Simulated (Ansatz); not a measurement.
Calculated with Ansatz (gas phase, PBE0-D4/def2-TZVP geometries, no zero-point term in ΔE). CBS: MP2 limit from def2 TZ/QZ plus the TZ coupled-cluster correction, frozen cores. DFT in def2-TZVPP. B3LYP here is the variant with VWN-RPA as its local correlation; programs differ in this. HSE06 is defined as in plane-wave codes. For Ge outer-core shells are correlated without core-valence functions, which leaves a few kJ/mol of doubt a bond. Scalar relativity is left out up to krypton. Each species was taken in one conformer, which may not be the lowest.

`B[NH][GeH]([CH3])[F]` + `C1N[SiH2]1` → `BN1C[SiH2]1` + `[CH3][GeH]([NH2])[F]`  (ligand exchange at a B–N bond)

```tsv
level	ΔE (kJ/mol)	difference from CCSD(T)/CBS
BLYP-D4	-8.0	-4.8
B3LYP-D4	-7.7	-4.5
B2PLYP	-5.7	-2.5
PBE-QIDH	-4.4	-1.2
HSE06	-5.1	-1.9
CAM-B3LYP	-7.1	-3.9
SCS-MP2/def2-TZVPP	-4.1	-0.9
MP2/def2-QZVPP	-4.8	-1.6
SCS-MP2/def2-QZVPP	-4.8	-1.6
CCSD/CBS(def2)	-4.0	-0.8
CCSD(T)/CBS	-3.2	0
```

Largest T1 diagnostic among the species: 0.014.

Leaving LDA and LC-ωPBE aside and taking each functional with its dispersion term where it has one, the values, not all of them listed here, spread over 3.8 kJ/mol, from BLYP-D4 to ωB97M-V. In def2-TZVPP, CCSD(T) changes the Hartree–Fock value by +5.5 kJ/mol (the triples alone add +0.8 kJ/mol) and MP2 by +3.4 kJ/mol.
